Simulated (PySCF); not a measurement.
SiI⁺ at r²SCAN

Level: r²SCAN. basis Si x2c-SVPall, I x2c-SVPall; spin-free X2C with a Gaussian nucleus; PySCF 2.14.

```
state                                                                                                             : ¹Σ⁺ (singlet), closed shell
bond length                                                                                                       : 2.337 Å
harmonic wavenumber                                                                                               : 447 cm⁻¹
force constant                                                                                                    : 2.70 mdyn/Å
rotational constant Be                                                                                            : 0.1347 cm⁻¹
anharmonicity ωexe                                                                                                : 1.24 cm⁻¹
vibration–rotation constant αe                                                                                    : 0.000524 cm⁻¹
well depth De to Si⁺ + I                                                                                          : 4.30 eV
dissociation energy D0                                                                                            : 4.28 eV
HOMO–LUMO gap                                                                                                     : 3.89 eV
bond order (Mayer)                                                                                                : 1.89
dipole moment (positive dipole points towards I; it is taken about the centre of mass and depends on that origin) : -4.76 D
```

These are scalar-relativistic numbers at best; spin–orbit coupling would shift them, the dissociation energy most. For an ion De counts to the pair picked by the measured ionisation energies or electron affinities, which need not be the lowest pair at this level.
